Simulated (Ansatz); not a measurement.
Steps of a relaxation of CH3BBrFO, SMILES `OCB(F)Br` with RKS PBE0-D4/def2-TZVP.

```sh
$ ansatz run in.yaml --threads 4 --pin off --events-out ev --progress --plain --max-ram 10444MiB
```

```yaml
crystal:
  periodic: [false, false, false]
  atoms:
    - {symbol: O, position_ang: [-0.507677, 0.420160, 1.450746]}
    - {symbol: C, position_ang: [-0.142068, -0.510365, 0.460333]}
    - {symbol: B, position_ang: [0.433170, 0.026672, -0.897919]}
    - {symbol: F, position_ang: [0.918530, -0.795138, -1.820173]}
    - {symbol: Br, position_ang: [0.389808, 1.922277, -1.295770]}
    - {symbol: H, position_ang: [-0.611399, 1.284315, 1.006569]}
    - {symbol: H, position_ang: [0.611311, -1.224919, 0.875190]}
    - {symbol: H, position_ang: [-0.999476, -1.180303, 0.165223]}
basis:
  gaussian: {orbitals: def2-TZVP}
hamiltonian: {xc: pbe0, dispersion: d4}
relax: {f_tol: 0.005, max_steps: 150}
```

Positions (Å) and forces (eV/Å) along the path, 16 of 16 steps:

```xyz
8
step=1 energy=-76562.5932 eV
O    -0.508    0.420    1.451   -0.013    0.391   -0.641
C    -0.142   -0.510    0.460    0.101   -0.761   -0.159
B     0.433    0.027   -0.898    0.090   -0.139   -0.207
F     0.919   -0.795   -1.820   -0.263    0.426    0.501
Br    0.390    1.922   -1.296    0.035   -0.246    0.007
H    -0.611    1.284    1.007    0.051   -0.534    0.389
H     0.611   -1.225    0.875   -0.371    0.432   -0.128
H    -0.999   -1.180    0.165    0.371    0.432    0.237
8
step=2 energy=-76562.6212 eV
O    -0.509    0.413    1.437   -0.029    0.182   -0.173
C    -0.140   -0.518    0.454    0.005   -0.314   -0.082
B     0.427    0.031   -0.894    0.084   -0.078   -0.125
F     0.911   -0.785   -1.810   -0.100    0.138    0.172
Br    0.397    1.916   -1.299    0.003   -0.078    0.017
H    -0.609    1.273    1.006    0.007   -0.150    0.165
H     0.608   -1.214    0.876   -0.115    0.153   -0.056
H    -0.995   -1.173    0.174    0.145    0.148    0.081
8
step=3 energy=-76562.6250 eV
O    -0.515    0.410    1.433   -0.007   -0.001    0.001
C    -0.139   -0.519    0.450    0.015   -0.023   -0.012
B     0.432    0.029   -0.895   -0.052    0.009   -0.032
F     0.902   -0.787   -1.810    0.015   -0.006    0.012
Br    0.404    1.910   -1.299    0.018    0.014    0.002
H    -0.613    1.272    1.017   -0.002    0.026    0.008
H     0.609   -1.202    0.873    0.025   -0.012    0.022
H    -0.988   -1.170    0.175   -0.013   -0.007   -0.001
8
step=4 energy=-76562.6250 eV rejected
O    -0.516    0.409    1.432   -0.014   -0.014    0.016
C    -0.140   -0.520    0.448   -0.032    0.016   -0.017
B     0.421    0.029   -0.900    0.076    0.024    0.044
F     0.905   -0.786   -1.808   -0.022   -0.020   -0.032
Br    0.411    1.911   -1.298   -0.015    0.005   -0.008
H    -0.614    1.272    1.019    0.004    0.025   -0.009
H     0.613   -1.198    0.871    0.026   -0.010   -0.001
H    -0.988   -1.175    0.180   -0.023   -0.026    0.007
8
step=5 energy=-76562.6254 eV
O    -0.517    0.409    1.432   -0.011    0.000    0.003
C    -0.140   -0.520    0.449   -0.005   -0.005   -0.007
B     0.427    0.030   -0.898    0.003    0.008    0.001
F     0.902   -0.787   -1.810   -0.002   -0.006   -0.006
Br    0.409    1.911   -1.298    0.003    0.001    0.001
H    -0.613    1.273    1.018    0.004    0.008    0.002
H     0.612   -1.200    0.873    0.010    0.000    0.002
H    -0.988   -1.174    0.178   -0.002   -0.006    0.004
8
step=6 energy=-76562.6257 eV
O    -0.555    0.402    1.423    0.008    0.111   -0.060
C    -0.144   -0.520    0.447   -0.024   -0.051    0.040
B     0.419    0.030   -0.900   -0.013    0.019    0.025
F     0.884   -0.789   -1.815    0.008   -0.012   -0.023
Br    0.427    1.913   -1.290    0.002    0.011   -0.002
H    -0.589    1.277    1.021   -0.002   -0.041    0.048
H     0.627   -1.176    0.877   -0.014   -0.017   -0.018
H    -0.977   -1.194    0.182    0.035   -0.021   -0.010
8
step=7 energy=-76562.6260 eV
O    -0.553    0.404    1.422    0.002    0.051   -0.040
C    -0.144   -0.521    0.447   -0.014   -0.013    0.025
B     0.419    0.030   -0.900   -0.001    0.005    0.013
F     0.884   -0.788   -1.815    0.003   -0.004   -0.015
Br    0.427    1.914   -1.289    0.000    0.003    0.000
H    -0.590    1.278    1.019    0.001   -0.031    0.027
H     0.626   -1.178    0.877   -0.008   -0.003   -0.009
H    -0.976   -1.197    0.182    0.017   -0.007   -0.001
8
step=8 energy=-76562.6262 eV
O    -0.576    0.404    1.412    0.001    0.000   -0.011
C    -0.147   -0.522    0.447   -0.005    0.000    0.009
B     0.414    0.029   -0.900   -0.002    0.015    0.001
F     0.876   -0.786   -1.820    0.001   -0.009   -0.002
Br    0.432    1.915   -1.282    0.000   -0.005    0.002
H    -0.569    1.283    1.020    0.000   -0.003    0.005
H     0.631   -1.168    0.882    0.004    0.002   -0.001
H    -0.968   -1.212    0.185    0.000   -0.001   -0.003
8
step=9 energy=-76562.6263 eV
O    -0.594    0.403    1.405    0.004    0.032   -0.028
C    -0.150   -0.523    0.447   -0.002    0.000    0.006
B     0.410    0.028   -0.901    0.000    0.017   -0.002
F     0.869   -0.786   -1.823    0.000   -0.007    0.001
Br    0.438    1.916   -1.277    0.000   -0.010    0.002
H    -0.555    1.286    1.022   -0.002   -0.042    0.022
H     0.636   -1.159    0.884    0.001    0.004   -0.001
H    -0.962   -1.223    0.186    0.000    0.005    0.001
8
step=10 energy=-76562.6263 eV
O    -0.595    0.402    1.405    0.003    0.022   -0.022
C    -0.150   -0.523    0.447   -0.002    0.001    0.005
B     0.410    0.029   -0.901    0.000    0.011    0.000
F     0.868   -0.787   -1.822    0.000   -0.004    0.000
Br    0.439    1.916   -1.277    0.000   -0.007    0.001
H    -0.555    1.286    1.023   -0.001   -0.029    0.016
H     0.636   -1.158    0.884   -0.001    0.003   -0.002
H    -0.961   -1.223    0.186    0.002    0.004    0.002
8
step=11 energy=-76562.6264 eV
O    -0.603    0.401    1.402   -0.001    0.001    0.000
C    -0.151   -0.522    0.446    0.000    0.000   -0.002
B     0.408    0.029   -0.902   -0.001   -0.001    0.002
F     0.866   -0.787   -1.823   -0.001    0.001    0.001
Br    0.441    1.916   -1.277    0.000    0.000    0.000
H    -0.548    1.286    1.027    0.001   -0.001    0.000
H     0.638   -1.153    0.885    0.000    0.001    0.000
H    -0.959   -1.227    0.186    0.001    0.000    0.000
8
step=12 energy=-76562.6264 eV
O    -0.613    0.400    1.398   -0.001    0.007   -0.001
C    -0.152   -0.522    0.446    0.002   -0.002   -0.003
B     0.406    0.029   -0.902   -0.002   -0.004   -0.001
F     0.863   -0.788   -1.824    0.000    0.002    0.001
Br    0.444    1.916   -1.276    0.000    0.001    0.000
H    -0.540    1.287    1.029    0.000   -0.005    0.002
H     0.641   -1.148    0.886   -0.001    0.000    0.000
H    -0.956   -1.232    0.186    0.001    0.001    0.001
8
step=13 energy=-76562.6263 eV rejected
O    -0.630    0.399    1.392    0.003    0.035   -0.017
C    -0.155   -0.523    0.445   -0.012   -0.007   -0.007
B     0.400    0.029   -0.905    0.037   -0.003    0.013
F     0.859   -0.788   -1.825   -0.013    0.003   -0.004
Br    0.450    1.917   -1.273   -0.008    0.000   -0.004
H    -0.527    1.288    1.034   -0.004   -0.033    0.017
H     0.645   -1.138    0.887   -0.002    0.003   -0.004
H    -0.951   -1.242    0.189    0.000    0.001    0.006
8
step=14 energy=-76562.6264 eV
O    -0.621    0.400    1.395    0.001    0.008   -0.003
C    -0.153   -0.523    0.445    0.002   -0.002   -0.001
B     0.405    0.029   -0.903   -0.003   -0.003   -0.003
F     0.860   -0.788   -1.825    0.001    0.002    0.002
Br    0.446    1.917   -1.275    0.001    0.001    0.000
H    -0.534    1.287    1.032   -0.001   -0.007    0.004
H     0.642   -1.144    0.887    0.000    0.000    0.001
H    -0.953   -1.236    0.187    0.000    0.001    0.000
8
step=15 energy=-76562.6264 eV
O    -0.626    0.400    1.393    0.001    0.006   -0.003
C    -0.154   -0.523    0.445    0.000   -0.002    0.000
B     0.403    0.029   -0.903    0.001   -0.001   -0.001
F     0.859   -0.788   -1.825   -0.001    0.001    0.001
Br    0.447    1.917   -1.274    0.000    0.001    0.000
H    -0.530    1.288    1.033   -0.001   -0.006    0.003
H     0.643   -1.141    0.888    0.000    0.000    0.000
H    -0.952   -1.239    0.188    0.000    0.000    0.000
8
step=16 energy=-76562.6264 eV
O    -0.627    0.400    1.392    0.000    0.004   -0.002
C    -0.154   -0.523    0.445    0.000   -0.001    0.000
B     0.403    0.029   -0.904    0.001   -0.001   -0.001
F     0.859   -0.788   -1.825   -0.001    0.001    0.000
Br    0.447    1.917   -1.274    0.000    0.001    0.000
H    -0.528    1.288    1.034   -0.001   -0.003    0.002
H     0.644   -1.141    0.888    0.000    0.000    0.000
H    -0.951   -1.239    0.188    0.000    0.000    0.000
```

Hardware: 4 threads of an Arm Neoverse V2 on a shared host. Wall time 49 s, peak host memory 0.5 GiB.
